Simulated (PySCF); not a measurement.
Computed magnetic data of one metal complex (SC-NEVPT2 in the d shell, PySCF, with spin-orbit coupling):

```csv
T / K,χT / cm³ K mol⁻¹,μeff / μB
2,0.359,1.70
5,0.359,1.70
10,0.360,1.70
20,0.361,1.70
30,0.361,1.70
50,0.363,1.70
75,0.365,1.71
100,0.367,1.71
150,0.371,1.72
200,0.375,1.73
250,0.379,1.74
300,0.383,1.75
```

Powder magnetisation at 2 K: 0.16 μB at 0.5 T, 0.31 μB at 1 T, 0.56 μB at 2 T, 0.74 μB at 3 T, 0.91 μB at 5 T, 0.96 μB at 7 T.

**Question.** Which of these complexes, all computed at model or optimised geometries, gave the data?
A. [TiOF5]4- (d1, octahedral)
B. [Cu(SH)3]- (d9, trigonal planar)
C. [TiBr4]- (d1, tetrahedral)
D. [CuF4]2- (d9, square planar)

**Answer.** A. [TiOF5]4- (d1, octahedral) has NEVPT2: 2S+1 = 2, 1.75 μB at 300 K, 1.70 μB at 10 K, 0.96 μB at 7 T. The others: [Cu(SH)3]- (d9, trigonal planar) has NEVPT2: 2S+1 = 2, 3.03 μB at 300 K, 2.85 μB at 10 K, 1.40 μB at 7 T; [TiBr4]- (d1, tetrahedral) has NEVPT2: 2S+1 = 2, 1.78 μB at 300 K, 1.68 μB at 10 K, 0.95 μB at 7 T; [CuF4]2- (d9, square planar) has NEVPT2: 2S+1 = 2, 1.97 μB at 300 K, 1.93 μB at 10 K, 1.10 μB at 7 T.

The d shell alone is too small an active space for [Cu(SH)3]- (Cu(II) with such soft donors has much ligand-hole, Cu(I)-like character): its levels, fitted parameters, g values and moments show what this model gives and aren't sound predictions.

On [TiOF5]4-: No frequencies were computed for the optimised geometry. An active orbital has only 0.70 squared overlap with the free ion's shell, so the metal shell alone is a small active space here.
